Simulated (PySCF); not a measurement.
C5F7, SMILES C1(=C(C(F)([C](C1(F)F)F)F)F)F, multiplicity 2. Atoms are numbered in the order given.

```xyz
12

F     -0.0081    -2.4067     0.0000
C     -0.2519    -1.1215     0.0000
C     -0.0472    -0.3048     1.2360
F      1.0931    -0.6383     1.8821
F     -1.0430    -0.4291     2.1368
C      0.0157     1.0865     0.6686
F      0.0590     2.1234     1.4627
C      0.0157     1.0865    -0.6686
F      0.0590     2.1234    -1.4627
C     -0.0472    -0.3048    -1.2360
F     -1.0430    -0.4291    -2.1368
F      1.0931    -0.6383    -1.8821
```
Charge 0, spin multiplicity 2.

Geometry optimised at PBE0-D3(BJ)/def2-SVP. The isomer is the one that the SMILES or the coordinates give; other isomers of the formula were not compared. Other conformers were not sampled.

Level of theory: CAM-B3LYP/def2-SVP (PySCF).

ESP charges are fitted to the potential on shells at 1.4 to 2.0 van der Waals radii. Atomic charges (e):

```json
[
 {"atom": "F1", "Löwdin": "0.01", "meta-Löwdin": "-0.19", "ESP fit": "-0.04", "Mulliken": "-0.11", "Mulliken spin": "0.09"},
 {"atom": "C2", "Löwdin": "0.03", "meta-Löwdin": "0.22", "ESP fit": "-0.02", "Mulliken": "0.07", "Mulliken spin": "0.86"},
 {"atom": "C3", "Löwdin": "0.09", "meta-Löwdin": "0.51", "ESP fit": "0.37", "Mulliken": "0.38", "Mulliken spin": "-0.03"},
 {"atom": "F4", "Löwdin": "-0.07", "meta-Löwdin": "-0.27", "ESP fit": "-0.17", "Mulliken": "-0.18", "Mulliken spin": "0.02"},
 {"atom": "F5", "Löwdin": "-0.06", "meta-Löwdin": "-0.27", "ESP fit": "-0.18", "Mulliken": "-0.18", "Mulliken spin": "0.01"},
 {"atom": "C6", "Löwdin": "0.02", "meta-Löwdin": "0.23", "ESP fit": "0.08", "Mulliken": "0.12", "Mulliken spin": "0.02"},
 {"atom": "F7", "Löwdin": "0.00", "meta-Löwdin": "-0.21", "ESP fit": "-0.07", "Mulliken": "-0.13", "Mulliken spin": "0.00"},
 {"atom": "C8", "Löwdin": "0.02", "meta-Löwdin": "0.23", "ESP fit": "0.08", "Mulliken": "0.12", "Mulliken spin": "0.02"},
 {"atom": "F9", "Löwdin": "0.00", "meta-Löwdin": "-0.21", "ESP fit": "-0.07", "Mulliken": "-0.13", "Mulliken spin": "0.00"},
 {"atom": "C10", "Löwdin": "0.09", "meta-Löwdin": "0.51", "ESP fit": "0.37", "Mulliken": "0.38", "Mulliken spin": "-0.03"},
 {"atom": "F11", "Löwdin": "-0.06", "meta-Löwdin": "-0.27", "ESP fit": "-0.18", "Mulliken": "-0.18", "Mulliken spin": "0.01"},
 {"atom": "F12", "Löwdin": "-0.07", "meta-Löwdin": "-0.27", "ESP fit": "-0.17", "Mulliken": "-0.18", "Mulliken spin": "0.02"}
]
```

Computed Mayer and Wiberg (Löwdin basis) orders of the bonds:
| bond | Mayer | Wiberg |
|---|---|---|
| F1–C2 | 1.25 | 1.46 |
| C2–C3 | 0.96 | 1.05 |
| C3–F4 | 1.10 | 1.27 |
| C3–F5 | 1.10 | 1.28 |
| C3–C6 | 0.94 | 1.00 |
| C6–F7 | 1.19 | 1.36 |
| C6–C8 | 1.62 | 1.73 |
| C8–F9 | 1.19 | 1.36 |
| C2–C10 | 0.96 | 1.05 |
| C8–C10 | 0.94 | 1.00 |
| C10–F11 | 1.10 | 1.28 |
| C10–F12 | 1.10 | 1.27 |
